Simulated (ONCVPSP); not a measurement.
**Before and after: ONCV potential for Co**

Co (Z = 27), optimised norm-conserving Vanderbilt (ONCV), made with ONCVPSP 4.0.1 (PBE, scalar-relativistic). Core [Ne], reference 3s2 3p6 3d7 4s1 (charge +1). Waves: 3s+4s: rc 1.10 bohr, ncon 4, nbas 8, qcut 8.9 1/bohr, 2 projectors; 3p: rc 1.30 bohr, ncon 5, nbas 9, qcut 12.6 1/bohr, 2 projectors, debl 3.2 Ha; 3d: rc 0.95 bohr, ncon 5, nbas 10, qcut 17.7 1/bohr, 2 projectors, debl 2.8 Ha. Local part: polynomial inside 0.65 bohr (lpopt 4, dvloc0 0 Ha). Core correction: Teter function, fcfact 3.5, rcfact 1.25.

All-electron outer shells of the reference configuration (PBE, scalar-relativistic, ld1.x):

| shell | level (eV) | outermost node (bohr) | outermost maximum (bohr) |
| --- | --- | --- | --- |
| 2p | -778.64 | – | 0.17 |
| 3s | -111.23 | 0.31 | 0.66 |
| 3p | -74.47 | 0.28 | 0.68 |
| 3d | -16.96 | – | 0.66 |
| 4s | -12.76 | 0.96 | 2.21 |

Change: all radii but the core radius scaled by about 1.22 (s 1.34, p 1.58, d 1.16 bohr); local potential polynomial inside 0.78 bohr (lpopt 4, dvloc0 0 Ha).

Cutoffs: the cutoffs (Ha) at which the residual kinetic energy of the hardest occupied pseudo-wave falls to 1 and 0.1 mHa per electron; they do not see the model core or the augmentation charge, which bear on the density cutoff. Errors are all-electron minus pseudo energies relative to the spin-unpolarised reference configuration.

Task: Predict the effect on cutoff, ghosts and configuration errors.

Result: The potential gets softer (115 Ha and 131 Ha → 94 Ha and 109 Ha); of the 4 tests that both files solve, the error grows in 0 and shrinks in 1 by more than 15 % and 0.3 meV (median size 0.8 → 1.0 meV); neither file shows a bound ghost. A larger radius leaves more room for a smooth pseudo-wave, so fewer plane waves are needed.

| quantity | base | changed |
| --- | --- | --- |
| cutoff, loose | 115 Ha | 94 Ha |
| cutoff, tight | 131 Ha | 109 Ha |
| loose cutoff by channel | s 35 Ha, p 37 Ha, d 115 Ha | s 26 Ha, p 35 Ha, d 94 Ha |
| bound ghosts | none | none |
| GHOST(+) flags under 300 eV | none | none |
| error for 3s2 3p6 3d7 4s2, meV [ΔE -9.03 eV] | +1.0 | +1.1 |
| error for 3s2 3p6 3d7 4s0, meV [ΔE 16.79 eV] | -0.7 | -0.9 |
| error for 3s2 3p6 3d6 4s0, meV [ΔE 52.66 eV] | -2.5 | -2.0 |
| error for 3s2 3p6 3d7 4s0 4p2, meV [ΔE -0.05 eV] | +0.1 | -0.1 |
| rms error of d²Exc/dni dnj with the model core, mHa | 1.31 | 1.37 |
